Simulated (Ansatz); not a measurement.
Species: sum formula AlH₂Cl, charge 0, multiplicity 1. 
Geometry from a B3LYP-D3(BJ)/def2-TZVP (Ansatz, a first-principles code) optimisation:
```xyz
4

Al    -1.0716     0.0611     0.0164
Cl     1.0308    -0.0588    -0.0157
H     -1.7170     1.4915     0.0236
H     -1.8753    -1.2866     0.0312
```

Basis-set convergence of Hartree-Fock and CCSD(T) correlation energies (hartree) with Ansatz. Valence correlation only, unless marked. Spin-orbit coupling is left out. Non-relativistic.

| basis | functions | E(HF) | E(corr, CCSD(T)) |
|---|---|---|---|
| aug-cc-pV(D+d)Z | 82 | -702.65289 | -0.25610 |
| aug-cc-pV(T+d)Z | 156 | -702.67628 | -0.31938 |
| aug-cc-pV(Q+d)Z | 270 | -702.68214 | -0.34109 |

Extrapolating the two largest sets (X = 3 and 4) as X^-3: E(corr) = (64·(-0.34109) - 27·(-0.31938))/37 = -0.3569 Eh, an estimate of the basis-set limit. The largest set recovers 95.6 % of it, the smallest 71.7 %.
